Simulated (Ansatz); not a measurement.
Os3⁺, relaxed as a quartet with UKS r2SCAN-D4/def2-TZVP in Ansatz, starting from the r2SCAN-D4/def2-TZVP geometry of the charge +1 doublet. Force threshold 0.02 eV/Å.

In the def2 sets Os takes a core potential; there is no spin–orbit coupling. The charge 1 quartet is spin-contaminated (final ⟨S²⟩ up to 5.52, 3.75 for a pure state). At r2SCAN-D4/def2-TZVP a sextet of charge 1 lies 0.29 eV below the quartet, each at its own geometry. The structure comes from a short search, and lower isomers may exist.

Start:

```xyz
3

Os   -0.022   -0.061   -1.434
Os    1.126   -0.079    0.497
Os   -1.104    0.140    0.936
```

(1) Estimate the energy that the relaxation releases and the steps that it takes.

(2) Does the start keep its bonding and symmetry?

(3) Predict the relaxed structure.

Answers

(1) 2.5 kcal/mol, in 7 steps; 39 s on 4 threads of Arm Neoverse V1 on a shared host. No frequencies were taken in this run, so the end may be a saddle point.

(2) By distances, no bond broke or formed. The bond that changes most is Os1–Os3, from 2.61 to 2.42 Å (atoms count from 1). Point group Cs at the start, C2v at the end, both within 0.05 Å.

(3) 
```xyz
3

Os   -0.141   -0.050   -1.425
Os    1.181   -0.080    0.605
Os   -1.040    0.129    0.820
```
Bond lengths (bridged metal pairs left out): 3 × Os–Os 2.24 to 2.42 Å.
